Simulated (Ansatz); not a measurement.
Isolated molecules relaxed with PBE0-D4/def2-TZVP in Ansatz; ΔE leaves out vibrations. CBS: MP2 limit from def2 TZ/QZ plus the TZ coupled-cluster correction, frozen cores. DFT in def2-TZVPP. B3LYP here is the variant with VWN-RPA as its local correlation; programs differ in this. For Ga, Ge outer-core shells are correlated without core-valence functions, which leaves a few kJ/mol of doubt a bond. Scalar relativity is left out up to krypton. Each species was taken in one conformer, which may not be the lowest.

`C[O][Ga]([OH])[SH]` + `C[S][GeH3]` → `C[S][GeH2][CH3]` + `[OH][Ga]([OH])[SH]`  (formal exchange of groups at a C–O bond)

`C[O][Ga]([OH])[SH]`:

Z-matrix (Å, degrees):
```
C
O 1 1.407
H 1 1.095 2 109.5
H 1 1.095 2 110.1 3 118.8
H 1 1.098 2 113.4 3 -120.3
Ga 2 1.774 1 123.3 3 128.0
S 6 2.185 2 122.0 1 -0.8
O 6 1.775 2 117.6 1 179.5
H 7 1.344 6 91.6 2 -179.1
H 8 0.961 6 112.6 2 -0.0
```

`C[S][GeH3]`:

```xyz
9

C    -0.573   -1.407    0.319
S    -1.317    0.239    0.161
Ge    0.502    1.406   -0.308
H    -0.106   -1.723   -0.615
H    -1.384   -2.096    0.555
H     0.157   -1.436    1.128
H     0.056    2.862   -0.483
H     1.148    0.874   -1.601
H     1.517    1.281    0.844
```

`C[S][GeH2][CH3]`:

```xyz
12

C     0.374   -1.473   -1.418
S     0.600   -1.709    0.366
Ge   -0.600    0.000    1.116
C     0.201    1.704    0.603
H     0.884   -2.301   -1.912
H    -0.681   -1.502   -1.690
H     0.820   -0.539   -1.760
H    -0.633   -0.167    2.644
H    -2.026   -0.110    0.536
H    -0.394    2.531    0.996
H     1.213    1.772    1.002
H     0.243    1.794   -0.483
```

`[OH][Ga]([OH])[SH]`:

Cartesian coordinates in Å:
```
O -0.137 1.707 -0.737
Ga -0.010 0.085 -0.017
O 0.355 -1.253 -1.126
S -0.272 -0.335 2.110
H -0.335 2.410 -0.115
H 0.451 -0.964 -2.037
H -0.051 -1.649 1.923
```

| level | ΔE (kJ/mol) | difference from CCSD(T)/CBS |
| --- | --- | --- |
| PBE-D4 | -89.9 | 7.7 |
| r2SCAN-D4 | -92.0 | 5.6 |
| PBE0-D4 | -92.1 | 5.5 |
| B3LYP-D4 | -86.3 | 11.3 |
| ωB97X-V | -88.4 | 9.2 |
| ωB97M-V | -92.9 | 4.7 |
| B2PLYP | -91.3 | 6.3 |
| PBE | -89.3 | 8.3 |
| r2SCAN | -91.8 | 5.8 |
| PBE0 | -91.5 | 6.1 |
| B3LYP | -85.5 | 12.1 |
| HF/def2-TZVPP | -80.5 | 17.1 |
| MP2/def2-TZVPP | -103.7 | -6.1 |
| SCS-MP2/def2-TZVPP | -95.9 | 1.7 |
| CCSD/def2-TZVPP | -94.0 | 3.6 |
| CCSD(T)/def2-TZVPP | -95.0 | 2.6 |
| HF/def2-QZVPP | -79.6 | 18.0 |
| MP2/def2-QZVPP | -104.9 | -7.3 |
| SCS-MP2/def2-QZVPP | -97.2 | 0.4 |
| HF/CBS(def2) | -79.5 | 18.1 |
| MP2/CBS(def2) | -106.3 | -8.7 |
| CCSD/CBS(def2) | -96.6 | 1.0 |
| CCSD(T)/CBS | -97.6 | 0 |

Largest T1 diagnostic among the species: 0.014.

In def2-TZVPP, CCSD(T) changes the Hartree–Fock value by −14.5 kJ/mol (the triples alone add −1.0 kJ/mol) and MP2 by −23.3 kJ/mol.
